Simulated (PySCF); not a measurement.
Molfile (atoms numbered from 1):
```
F6S
     RDKit          3D

  7  6  0  0  0  0  0  0  0  0999 V2000
    0.7482    0.8901   -0.9563 F   0  0  0  0  0  0  0  0  0  0  0  0
    0.0005    0.0022    0.1170 S   0  0  0  0  0  6  0  0  0  0  0  0
   -1.0538   -0.4307   -0.9784 F   0  0  0  0  0  0  0  0  0  0  0  0
   -0.9091    1.2362    0.5036 F   0  0  0  0  0  0  0  0  0  0  0  0
    0.9102   -1.2318   -0.2698 F   0  0  0  0  0  0  0  0  0  0  0  0
   -0.7482   -0.8864    1.1891 F   0  0  0  0  0  0  0  0  0  0  0  0
    1.0540    0.4349    1.2133 F   0  0  0  0  0  0  0  0  0  0  0  0
  1  2  1  0
  2  3  1  0
  2  4  1  0
  2  5  1  0
  2  6  1  0
  2  7  1  0
M  END
```

- coordinates at the PBE0-D3(BJ)/def2-SVP level
- KT3/pcSseg-2 with gauge-including orbitals
- code: PySCF
- fast rotation and ring inversion assumed for equivalent nuclei, no relativistic terms, in vacuum, a single conformation

Chemical shifts δ = σref − σ; CFCl3 for ¹⁹F; ³³S against CS2, all at this level.

| atoms | nucleus | count | δ (ppm) |
| --- | --- | --- | --- |
| F1 | ¹⁹F | 1 | 68.0 |
| F4/F5 | ¹⁹F | 2 | 68.1 |
| F7 | ¹⁹F | 1 | 68.0 |
| F6 | ¹⁹F | 1 | ? |
| F3 | ¹⁹F | 1 | ? |
| S2 | ³³S | 1 | 233 |

**Question.** Estimate the values marked ?.

**Answer.** 
- F6: 68.1 ppm, fluorine bonded to S
- F3: 68.0 ppm, fluorine bonded to S

Unscaled 19F shifts against computed CFCl3 carry errors that often reach 10 to 50 ppm.
